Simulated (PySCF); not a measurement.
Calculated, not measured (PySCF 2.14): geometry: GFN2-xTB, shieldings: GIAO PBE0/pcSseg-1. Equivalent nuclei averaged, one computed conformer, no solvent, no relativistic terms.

Referencing at the same level of theory: $^{1}$H and $^{13}$C vs TMS. Shifts are as computed. Against solution values, carbons near 30 ppm lie about +3 ppm off and those near 130 ppm about +5 ppm. Of 1211 compounds with measured shifts, 218 miss one by over three times the rms of a fit or turn the order of signals round; such compounds aren't used in these exercises. OH and NH positions are gas-phase values without hydrogen bonding to other molecules.

(1) Order these molecules by the shift of their most deshielded carbon, lowest δ first.
A. CC(C)(F)C(F)(F)F
B. C#C[C@@](C)(C#CC)N[SiH3]
C. C=CC(=C)C(=C)F
D. CC(C)(C)c1cccpc1

(2) Order these molecules by the shift of their most shielded carbon, lowest δ first.
A. CC(C)(C)c1cccpc1
B. CC(C)(F)C(F)(F)F
C. C#C[C@@](C)(C#CC)N[SiH3]
D. C=CC(=C)C(=C)F
E. C#CC(=C)[C@@H](F)C#N

(3) How many $^{13}$C and $^{1}$H signals does each give (equivalence by symmetry and fast rotation, but not about amide C–N or C=N bonds)? `CC(C)(C)c1cccpc1`, `C#CC(=C)[C@@H](F)C#N`, `CC(C)(F)C(F)(F)F`, `C#C[C@@](C)(C#CC)N[SiH3]`, `C=CC(=C)C(=C)F`

Answers

(1) B (91.8 ppm, alkyne carbon), A (133.9 ppm, CF3 carbon), D (163.6 ppm, aromatic CH), C (172.9 ppm, fully substituted alkene carbon).

(2) C (4.6 ppm, propargylic methyl carbon), B (23.1 ppm, methyl carbon), A (33.3 ppm, methyl carbon), E (82.0 ppm, allylic sp3 CH bonded to F), D (101.3 ppm, terminal =CH2 carbon).

(3) CC(C)(C)c1cccpc1: 7 C, 5 H; C#CC(=C)[C@@H](F)C#N: 6 C, 4 H; CC(C)(F)C(F)(F)F: 3 C, 1 H; C#C[C@@](C)(C#CC)N[SiH3]: 7 C, 5 H; C=CC(=C)C(=C)F: 6 C, 7 H.
